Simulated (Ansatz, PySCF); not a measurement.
Gas-phase reaction in SMILES: O[SiH2] → O[SiH2-] (an electron is taken up)
Structures are relaxed separately at B3LYP-D3(BJ)/def2-TZVP in Ansatz (a program for electronic structure), one conformer each, not searched for the lowest.
Geometry of the first species:
```
Si
O 1 1.6585
H 2 0.9610 1 118.01
H 1 1.4847 2 105.38 3 -170.63
H 1 1.4946 4 110.37 2 -119.93
```
Charge 0, spin multiplicity 2.

Wanted: adiabatic electron affinity (electronic energy difference), positive where the reaction releases energy, in eV. Valence correlation only, unless marked. UHF or UKS for open shells. No spin-orbit coupling. Non-relativistic. FCI takes restricted orbitals. Anions need diffuse functions: aug- sets have them; def2-D sets add few; the other sets have none. CBS(X,Y): correlation extrapolated as X^-3; Hartree-Fock from the larger set.

| level | program | adiabatic electron affinity (eV) | minus last row |
|---|---|---|---|
| revPBE/def2-TZVPD | Ansatz | 1.03 | -0.10 |
| B3LYP/def2-TZVPD | Ansatz | 1.11 | -0.02 |
| PBE0/def2-TZVPD | Ansatz | 0.98 | -0.15 |
| M06-2X/def2-TZVPD | PySCF | 0.99 | -0.14 |
| B2PLYP/def2-TZVPD | Ansatz | 0.98 | -0.15 |
| MP2/6-31G* | Ansatz | 0.28 | -0.85 |
| RI-MP2/def2-TZVPPD | Ansatz | 0.91 | -0.22 |
| CCSD/def2-SVPD | Ansatz | 0.95 | -0.18 |
| FCI/STO-3G | Ansatz | -4.52 | -5.65 |
| CCSD(T)/CBS(aug-cc-pV(T+d)Z,aug-cc-pV(Q+d)Z) | Ansatz | 1.13 | 0.00 |
